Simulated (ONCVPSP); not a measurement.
# molybdenum (Mo): ONCV pseudisation with PBE, fully relativistic reference atom.

```json
{
 "Element": "Mo (Z = 42)",
 "Generator": "ONCVPSP 4.0.1",
 "Type": "optimised norm-conserving Vanderbilt (ONCV)",
 "Functional": "PBE",
 "Relativity": "fully relativistic",
 "Frozen core": "[Ar] 3d10",
 "Valence charge": "14",
 "Reference configuration": "4s2 4p6 4d4 (charge +2)",
 "Partial waves": "4s: rc 1.10 bohr, ncon 4, nbas 9, qcut 5.7 1/bohr, 2 projectors, debl 1.3 Ha; 4p: rc 1.90 bohr, ncon 4, nbas 8, qcut 6.8 1/bohr, 2 projectors, debl 1.7 Ha; 4d: rc 1.60 bohr, ncon 4, nbas 7, qcut 5.6 1/bohr, 1 projector",
 "Local potential": "polynomial inside 0.80 bohr (lpopt 5, dvloc0 0 Ha)",
 "Core correction": "polynomial model core, fcfact 0.4"
}
```

Open shells are filled in proportion to 2j + 1.

In the s channel the program set the typed energies aside and used -3.040, 0.250 Ha. In the p channel the program set the typed energies aside and used -2.056, 0.250 Ha (j = l + 1/2; the other j can differ).

All-electron outer shells of the reference configuration (PBE, scalar-relativistic, ld1.x):

```json
{"shell": "4s", "level (eV)": "-82.75", "outermost node (bohr)": "0.51", "outermost maximum (bohr)": "0.99"}
{"shell": "4p", "level (eV)": "-56.75", "outermost node (bohr)": "0.52", "outermost maximum (bohr)": "1.06"}
{"shell": "4d", "level (eV)": "-20.83", "outermost node (bohr)": "0.53", "outermost maximum (bohr)": "1.35"}
```

What the tests gave:

```json
{
 "Cutoffs needed": "167 Ha and 200 Ha (the cutoffs (Ha) at which the residual kinetic energy of the hardest occupied pseudo-wave falls to 1 and 0.1 mHa per electron)",
 "Ghost test": "ghosts flagged at negative energy: s at -51.7 eV; GHOST(+) flagged for p3/2 at 155.3 eV, p1/2 at 161.3 eV; a true bound ghost makes a file unfit for plane-wave use",
 "Largest excitation error": "-29 meV (all-electron minus pseudo) for 4s1 4p6 4d5 5s1, out of 4 test configurations",
 "rms error of d²Exc/dni dnj": "8.23 mHa without and 5.75 mHa with the model core"
}
```

Generation and tests took about 5.3 s on one core of a shared server CPU.
